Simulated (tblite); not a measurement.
Compound: CH₁₁O₂PSi₃.
Bonds: Si1–O2, O2–Si3, Si3–C4, C4–O5, O5–Si6, Si6–P7. Hydrogens: H8, H9, H10 on Si1; H11, H12 on Si3; H13, H14 on C4; H15, H16 on Si6; H17, H18 on P7.

Computed geometry: GFN2-xTB, gas phase.

Q: List the bond lengths, angles and torsions at this level.

A: 
```tsv
bond	length (Å)
Si1–O2	1.630
O2–Si3	1.612
Si3–C4	1.911
C4–O5	1.414
O5–Si6	1.609
Si6–P7	2.228
Si1–H8, Si1–H9, Si1–H10	1.462
Si3–H11, Si3–H12	1.460
C4–H13, C4–H14	1.093
Si6–H15, Si6–H16	1.472
P7–H17, P7–H18	1.383
```

Bonds in one row agree within 0.01 Å and their mean is given. A selection of angles:
```tsv
angle	degrees
O2–Si1–H8	103.5
O2–Si1–H9	109.7
O2–Si1–H10	105.5
H8–Si1–H9	113.1
H8–Si1–H10	112.1
Si1–O2–Si3	158.6
O2–Si3–C4	108.2
O2–Si3–H11	105.7
O2–Si3–H12	108.0
C4–Si3–H11	110.1
H11–Si3–H12	114.9
Si3–C4–O5	106.9
Si3–C4–H13	112.4
Si3–C4–H14	112.5
O5–C4–H13	108.0
O5–C4–H14	109.8
H13–C4–H14	107.1
C4–O5–Si6	127.8
O5–Si6–P7	100.7
O5–Si6–H15	113.0
O5–Si6–H16	111.2
P7–Si6–H15	110.2
P7–Si6–H16	115.4
H15–Si6–H16	106.5
Si6–P7–H17	96.0
Si6–P7–H18	93.2
H17–P7–H18	92.1
```

Dihedral angles: Si1–O2–Si3–C4 39° (synclinal); O2–Si3–C4–O5 -53° (synclinal); Si3–C4–O5–Si6 128° (anticlinal); C4–O5–Si6–P7 -170° (antiperiplanar). The mirror-image conformer, all signs reversed, is as good.

Si6 (oxygen-bound silicon) is distorted tetrahedral (angles from 100.7° to 115.4°). Si3 (oxygen-bound silicon) is distorted tetrahedral (angles from 105.7° to 114.9°). O2 (siloxane oxygen) is bent (angle 158.6°). The O–Si distances run from 1.609 Å (O5–Si6, drawn single) to 1.630 Å (Si1–O2, drawn single), a spread of 0.021 Å. Of the pairs four or more bonds apart, Si1···Si6 is among the closest relative to their van der Waals radii: 4.10 Å, 98 % of the sum of Bondi's values. Si1 (oxygen-bound silicon) is distorted tetrahedral (angles from 103.5° to 113.1°). P7 (three-coordinate phosphorus) is pyramidal (angles 96.0°, 93.2° and 92.1°, sum 281.2°, 0.84 Å off the plane of its three neighbours).

Point group: C1 (no symmetry element, even within 0.4 Å). Its GFN2-xTB frequencies are all real (lowest 23 cm⁻¹). The numbers are those of one conformer (Si1–O2–Si3–C4 39°, O2–Si3–C4–O5 -53°, Si3–C4–O5–Si6 128°, C4–O5–Si6–P7 -170°, O5–Si6–P7–H -96° and 171°).
